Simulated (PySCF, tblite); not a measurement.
Isomers of C6H11F2NSi. Computed values, GFN2-xTB/tblite, gas phase, harmonic and unscaled. This tight-binding method is rough: wavenumbers can miss measured ones by several per cent, in bad cases by 10 to 20. Modes of hydrogen on silicon can be 10 to 20 % off. One conformer each.

Electronic energies: PBE0/pcSseg-1 single points on the GFN2-xTB geometries (PySCF, gas phase).

| SMILES | electronic energy, lowest = 0 (kcal/mol) |
| --- | --- |
| C=C(F)[C@@H]1C[C@H](F)CN1[SiH3] | 0.0 |
| C=C(F)[C@@H]1C[C@@H](F)CN1[SiH3] | 0.6 |
| C#CC[C@@H](CC(F)F)N[SiH3] | 22.8 |

Question: How do GFN2-xTB zero-point energies change the relative energies?

Answer: 
| SMILES | ZPE (kcal/mol) | of it from modes above 1550 cm⁻¹ | electronic (kcal/mol) | with ZPE, lowest = 0 (kcal/mol) | lowest mode (cm⁻¹) | rings |
| --- | --- | --- | --- | --- | --- | --- |
| C=C(F)[C@@H]1C[C@H](F)CN1[SiH3] | 98.2 | 46.5 | 0.0 | 0.0 | 32 | 1 |
| C=C(F)[C@@H]1C[C@@H](F)CN1[SiH3] | 98.3 | 46.6 | 0.6 | 0.6 | 33 | 1 |
| C#CC[C@@H](CC(F)F)N[SiH3] | 96.4 | 48.1 | 22.8 | 20.9 | 40 | 0 |

The zero-point energies span 1.9 kcal/mol, from `C#CC[C@@H](CC(F)F)N[SiH3]` to `C=C(F)[C@@H]1C[C@@H](F)CN1[SiH3]`. The order is unchanged.

Question: And how do the electronic energies of GFN2-xTB itself compare?

Answer: `C=C(F)[C@@H]1C[C@H](F)CN1[SiH3]` 0.9; `C=C(F)[C@@H]1C[C@@H](F)CN1[SiH3]` 0.0; `C#CC[C@@H](CC(F)F)N[SiH3]` 32.4 kcal/mol, lowest = 0. Against the energies above, taken from the same isomer `C=C(F)[C@@H]1C[C@H](F)CN1[SiH3]`, the largest difference is 8.7 kcal/mol.

Question: What do entropy and thermal enthalpy add at 298.15 K and 1 bar (rigid rotor, harmonic oscillator, one conformer each)?

Answer: 
```tsv
SMILES	point group	symmetry number	S (cal/(mol K))	H − H(0) (kcal/mol)	ZPE + H − H(0) − TS (kcal/mol)
C=C(F)[C@@H]1C[C@H](F)CN1[SiH3]	C1	1	106.9	7.73	74.1
C=C(F)[C@@H]1C[C@@H](F)CN1[SiH3]	C1	1	106.9	7.71	74.1
C#CC[C@@H](CC(F)F)N[SiH3]	C1	1	114.5	8.64	70.9
```
